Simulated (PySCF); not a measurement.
Ru(42+): ionisation energy

Ru(42+) 1s2 (1S) → Ru(43+) 1s1 (2S), as a difference of total energies. Computed with PySCF 2.14 in an uncontracted even-tempered set (15 s from 76 bohr⁻², ratio 2.2; 7 p from 110 bohr⁻², ratio 2.4; 4 d from 340 bohr⁻², ratio 2.4; 3 f from 520 bohr⁻², ratio 2.4; 3 g from 770 bohr⁻², ratio 2.4), with no relativity, point nucleus. Correlated levels: nothing frozen; virtual orbitals above 40 to 60 times the deepest correlated orbital energy dropped. The calculations carry no spin-orbit coupling.

| method | ionisation energy (eV) | difference from reference (eV) |
| --- | --- | --- |
| UHF | 25595.3 | -634.6 |
| MP2 (all electrons) | 25596.6 | -633.3 |
| SCS-MP2 (all electrons) | 25596.8 | -633.1 |
| CCSD (all electrons) | 25596.6 | -633.3 |

Reference: 26229.9 eV (theoretical estimate listed by NIST; NIST Atomic Spectra Database, ionization energies).

The gap to the reference is mostly relativistic.

With two correlated electrons CCSD is exact in that space.
